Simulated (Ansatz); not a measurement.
`[OH][In]([SH])[Cl]` → Cl• + `[OH][In][SH]`•  (homolysis of the Cl–In bond)

Calculated with Ansatz (gas phase, PBE0-D4/def2-TZVP geometries, no zero-point term in ΔE). CCSD(T)/CBS is the MP2 limit (def2-TZVPP, def2-QZVPP) plus CCSD(T) − MP2 in def2-TZVPP, frozen cores. This one scheme is used for every species, atoms too. DFT in def2-TZVPP. No spin–orbit coupling; open shells (•) take unrestricted orbitals. Spin–orbit coupling would lower the free atoms: a little for Cl. Elements past krypton have def2 core potentials. For In outer-core shells are correlated without core-valence functions, so the limit isn't a true one: a few kJ/mol of doubt a bond, and 10 to 20 or more in all where bonds break to atoms. One conformer a species, not always the lowest.

`[OH][In]([SH])[Cl]`:

```xyz
6

O     1.956   -0.569   -0.076
In    0.075    0.002   -0.041
S    -1.405   -0.594    1.685
Cl   -0.621    1.318   -1.827
H     2.412   -0.241   -0.855
H    -2.417    0.084    1.114
```

`[OH][In][SH]`•:

Z-matrix (Å, degrees):
```
O
In 1 2.006
H 1 0.961 2 114.8
S 2 2.428 1 111.8 3 180.0
H 4 1.347 2 89.7 1 0.0
```

```json
{"level": "ωB97M-V", "ΔE (kJ/mol)": "386.3"}
{"level": "SCS-MP2/def2-TZVPP", "ΔE (kJ/mol)": "384.1"}
```

**Question.** What does CCSD(T)/CBS give? (An estimate is asked.)

**Answer.** Computed: +391.1 kJ/mol. The listed levels differ from it by -4.8, -7.0 kJ/mol.

Largest T1 diagnostic among the species: 0.020.

From PBE to PBE0 (25 % exact exchange), in def2-TZVPP and without D4, ΔE moves by +4.7 kJ/mol. In def2-TZVPP, CCSD(T) changes the Hartree–Fock value by +87.8 kJ/mol (the triples alone add +8.7 kJ/mol) and MP2 by +109.4 kJ/mol; breaking electron pairs costs correlation energy, which Hartree–Fock lacks. The D4 term adds +7.1 kJ/mol with B3LYP and +4.1 kJ/mol with PBE0; it sums over pairs of atoms, weighted by their polarisabilities, and B3LYP, whose exchange is more repulsive, gets the larger term.

B3LYP here is the variant with VWN-RPA as its local correlation; programs differ in this.

CCSD(T)/CBS has its own doubt, a few kJ/mol and more with outer-core shells, so smaller differences from it don't rank the levels.
